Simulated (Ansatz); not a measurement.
Born–Oppenheimer molecular dynamics of ClF$_{3}$H$_{2}$O$_{2}$W (9 atoms, charge 0, multiplicity 1). It goes on from the last frame of an earlier run, with new velocities.

The calculation used RHF/def2-SVP (Ansatz 0.2.0).

```
ensemble        : NVT, Nosé–Hoover chain
time step       : 0.5 fs
steps asked     : 166
set temperature : 400 K
thermostat      : time constant 100 fs, chain length 3 (defaults)
seed            : 539244
```

First frame:

```xyz
9
Properties=species:S:1:pos:R:3
W -0.014 -0.107 -0.090
Cl 0.251 -0.223 2.286
O 1.792 -0.293 0.000
H 2.485 -0.690 0.605
F -0.119 1.712 -0.259
O -1.782 0.070 0.310
H -2.420 0.270 0.983
F -0.361 -1.928 -0.342
F 0.017 0.003 -1.914
```

How far do the bonds stretch over the last three quarters of this one trajectory? (Pairs bonded in most of those frames.)


```json
{"bond": "W1–Cl2", "mean (Å)": "2.372", "spread (Å)": "0.044", "shortest": "2.32", "longest": "2.44"}
{"bond": "W1–O3", "mean (Å)": "1.826", "spread (Å)": "0.013", "shortest": "1.80", "longest": "1.84"}
{"bond": "W1–F5", "mean (Å)": "1.840", "spread (Å)": "0.028", "shortest": "1.81", "longest": "1.89"}
{"bond": "W1–O6", "mean (Å)": "1.826", "spread (Å)": "0.017", "shortest": "1.79", "longest": "1.85"}
{"bond": "W1–F8", "mean (Å)": "1.848", "spread (Å)": "0.027", "shortest": "1.81", "longest": "1.89"}
{"bond": "W1–F9", "mean (Å)": "1.836", "spread (Å)": "0.023", "shortest": "1.80", "longest": "1.88"}
{"bond": "O3–H4", "mean (Å)": "0.954", "spread (Å)": "0.035", "shortest": "0.90", "longest": "1.00"}
{"bond": "O6–H7", "mean (Å)": "0.949", "spread (Å)": "0.002", "shortest": "0.94", "longest": "0.95"}
```

Mean temperature of the second half: 422 K. The conserved energy stayed within 0.31 meV per atom of its start (net change -0.16 meV per atom), so the integration is sound. A run of 0.083 ps of so small a system gives no equilibrium averages.

Time of the run: 4.1 min on 4 threads of Arm Neoverse V1, on a shared host, peak memory 0.33 GiB.
